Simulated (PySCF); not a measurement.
PySCF input for C2H2F3, SMILES FC[C](F)F (connectivity only; charge and spin as stated), charge +1, multiplicity 1, ωB97X-D3(BJ)/def2-SVP. Geometry: ωB97X-D3(BJ)/def2-SVP. The multiplicity is an assumed one; other spin states were not compared. The isomer is the one that the SMILES or the coordinates give; other isomers of the formula were not compared. One conformer was computed; it need not be the lowest.

```python
import numpy as np
from pyscf import gto, scf, dft, df
from pyscf.hessian import thermo

mol = gto.M(
    atom='''
    F    -0.19299624    1.79783090    0.00000000
    C     0.70111305    0.80791606   -0.00000000
    C     0.00679596   -0.50659476   -0.00000000
    F    -1.22879068   -0.60499122    0.00000000
    F     0.64701029   -1.57532782    0.00000000
    H     1.36276782    0.81723271    0.89462842
    H     1.36276782    0.81723271   -0.89462842
    ''',
    basis='def2-SVP',
    charge=1,
    spin=0,
    max_memory=1600,
    verbose=3,
)
mf = dft.RKS(mol, xc='wb97x-d3bj').density_fit(auxbasis='def2-universal-jkfit')
mf.grids.level = 3
mf.conv_tol = 1e-11
mf.max_cycle = 100
mf.kernel()

# [left out here: the lines that compute and print the analytic Hessian (its translational invariance restored by hand, since the grid's response is missing), thermochemistry and intensities]
```

Log of the run:

```
converged SCF energy = -376.325049551538

WARN: DFTD3 does not support analytical Hessian, using finite difference


WARN: Mole.unit (angstrom) is changed to Bohr

Mode                                 0                   1                   2
Irrep
Freq [cm^-1]                      122.8604            237.1439            484.5862
Reduced mass [au]                   2.8621             13.8715             10.6770
Force const [Dyne/A]                0.0255              0.4596              1.4772
Char temp [K]                     176.7687            341.1973            697.2116
Normal mode                   x     y     z       x     y     z       x     y     z
       0   F                -0.00 -0.00 -0.11    0.10  0.11 -0.00   -0.02  0.12  0.00
       1   C                 0.00  0.00  0.13   -0.04 -0.01  0.00   -0.01  0.09 -0.00
       2   C                 0.00 -0.00  0.02   -0.07 -0.00  0.00    0.06 -0.03 -0.00
       3   F                 0.00  0.00  0.07   -0.06 -0.14  0.00    0.07 -0.05  0.00
       4   F                -0.00 -0.00 -0.09    0.03  0.05 -0.00   -0.07 -0.13  0.00
       5   H                -0.24  0.01  0.31   -0.03 -0.09 -0.01   -0.02  0.14  0.00
       6   H                 0.24 -0.01  0.31   -0.03 -0.09  0.01   -0.02  0.14 -0.00
Mode                                 3                   4                   5
Irrep
Freq [cm^-1]                      485.4883            641.4399            884.2253
Reduced mass [au]                   2.3659              9.4863              6.4085
Force const [Dyne/A]                0.3285              2.2996              2.9521
Char temp [K]                     698.5096            922.8892           1272.2033
Normal mode                   x     y     z       x     y     z       x     y     z
       0   F                 0.00 -0.00  0.03   -0.00 -0.07  0.00    0.01 -0.00 -0.00
       1   C                 0.00 -0.00 -0.06    0.13  0.07 -0.00   -0.13 -0.10  0.00
       2   C                -0.00  0.00 -0.19   -0.00  0.09 -0.00    0.04  0.07 -0.00
       3   F                -0.00  0.00  0.05    0.01 -0.11  0.00    0.13 -0.01  0.00
       4   F                 0.00  0.00  0.06   -0.11  0.06  0.00   -0.08  0.06 -0.00
       5   H                -0.30 -0.26  0.18    0.11  0.10  0.02   -0.08 -0.20 -0.03
       6   H                 0.30  0.26  0.18    0.11  0.10 -0.02   -0.08 -0.20  0.03
Mode                                 6                   7                   8
Irrep
Freq [cm^-1]                     1001.5948           1226.8019           1249.9272
Reduced mass [au]                   2.6286              3.2099              1.0961
Force const [Dyne/A]                1.5536              2.8464              1.0089
Char temp [K]                    1441.0719           1765.0949           1798.3669
Normal mode                   x     y     z       x     y     z       x     y     z
       0   F                -0.00  0.00 -0.03   -0.10  0.10  0.00    0.00 -0.00  0.04
       1   C                 0.00  0.00  0.15    0.14 -0.10 -0.00   -0.00  0.00 -0.03
       2   C                -0.00 -0.00 -0.17   -0.01 -0.00 -0.00    0.00 -0.00 -0.06
       3   F                -0.00  0.00  0.03    0.00 -0.00  0.00    0.00  0.00  0.01
       4   F                 0.00 -0.00  0.03    0.00  0.00  0.00   -0.00  0.00  0.01
       5   H                 0.37  0.08 -0.13    0.17 -0.32 -0.02   -0.17  0.65  0.07
       6   H                -0.37 -0.08 -0.13    0.17 -0.32  0.02    0.17 -0.65  0.07
Mode                                 9                  10                  11
Irrep
Freq [cm^-1]                     1352.3725           1388.3299           1573.8877
Reduced mass [au]                   1.2767              1.5428              5.9265
Force const [Dyne/A]                1.3757              1.7520              8.6496
Char temp [K]                    1945.7629           1997.4976           2264.4740
Normal mode                   x     y     z       x     y     z       x     y     z
       0   F                -0.01  0.02 -0.00   -0.01  0.03  0.00    0.00 -0.01  0.00
       1   C                -0.03 -0.12  0.00    0.08 -0.09 -0.00   -0.01  0.10  0.00
       2   C                 0.00 -0.04 -0.00   -0.04 -0.09  0.00   -0.09 -0.20 -0.00
       3   F                -0.00 -0.00 -0.00    0.04  0.01  0.00    0.07  0.02 -0.00
       4   F                -0.01  0.03  0.00   -0.02  0.05 -0.00   -0.03  0.07  0.00
       5   H                 0.34  0.43 -0.28   -0.37  0.28  0.31    0.13 -0.14 -0.11
       6   H                 0.34  0.43  0.28   -0.37  0.28 -0.31    0.13 -0.14  0.11
Mode                                12                  13                  14
Irrep
Freq [cm^-1]                     1654.2231           3019.3878           3070.1070
Reduced mass [au]                  11.1642              1.0604              1.1032
Force const [Dyne/A]               17.9997              5.6956              6.1268
Char temp [K]                    2380.0587           4344.2268           4417.2004
Normal mode                   x     y     z       x     y     z       x     y     z
       0   F                -0.00  0.01  0.00   -0.00  0.00  0.00    0.00 -0.00  0.00
       1   C                -0.01  0.01 -0.00    0.07  0.00  0.00    0.00 -0.00 -0.09
       2   C                 0.22 -0.10  0.00    0.00  0.00 -0.00    0.00  0.00 -0.00
       3   F                -0.09 -0.00  0.00   -0.00 -0.00 -0.00   -0.00 -0.00 -0.00
       4   F                -0.04  0.06 -0.00    0.00 -0.00  0.00    0.00 -0.00  0.00
       5   H                -0.03 -0.08  0.02   -0.40 -0.01 -0.56    0.41  0.02  0.53
       6   H                -0.03 -0.08 -0.02   -0.40 -0.01  0.56   -0.41 -0.02  0.53
temperature 298.1500 [K]
pressure 101325.00 [Pa]
Rotational constants [GHz] 10.45041 3.90416 2.89484
Symmetry number 1
Zero-point energy (ZPE) 0.04190 [Eh]   110010.838 [J/mol]
                           tot       elec      trans        rot        vib
Entropy [J/mol/K]       299.574      0.000    163.861    106.325     29.387
Cv [J/mol/K]             61.851      0.000     12.472     12.472     36.908
Cp [J/mol/K]             70.166      0.000     20.786     12.472     36.908
Internal energy [J/mol]                      3718.434   3718.434 115134.879
Internal energy [Eh]   -376.27836  -376.32505
Enthalpy [J/mol]                             6197.391   3718.434 115134.879
Enthalpy [Eh]          -376.27742
Gibbs free energy [J/mol]                  -42657.832 -27982.509 106373.113
Gibbs free energy [Eh] -376.31144
static polarisability / bohr^3: [[22.784  1.015 -0.   ]
 [ 1.018 23.393  0.   ]
 [-0.     0.    15.613]]
largest difference of analytic and finite-field dipole derivatives / e: 0.00046854523096251377
mode   freq/cm-1   IR/(km/mol)   Raman/(A^4/amu)   depolarisation
   1      122.86        19.895             0.351            0.750
   2      237.14         8.478             0.162            0.476
   3      484.59         2.669             2.409            0.540
   4      485.49         9.948             0.302            0.750
   5      641.44        21.025             1.515            0.516
   6      884.23         1.217             2.928            0.079
   7     1001.59        14.023             0.091            0.750
   8     1226.80        79.092             5.289            0.747
   9     1249.93         0.896             7.514            0.750
  10     1352.37        59.124            12.148            0.637
  11     1388.33       152.112            12.830            0.418
  12     1573.89       201.849             6.697            0.261
  13     1654.22       344.690             0.451            0.408
  14     3019.39        68.284           130.045            0.064
  15     3070.11        33.428            68.156            0.750
max |gradient| / (hartree/bohr): 0.0001520142741435824
APT charges: [-0.3444  0.2687  1.5395 -0.3664 -0.3855  0.144   0.144 ]
```

Self-consistency was reached.
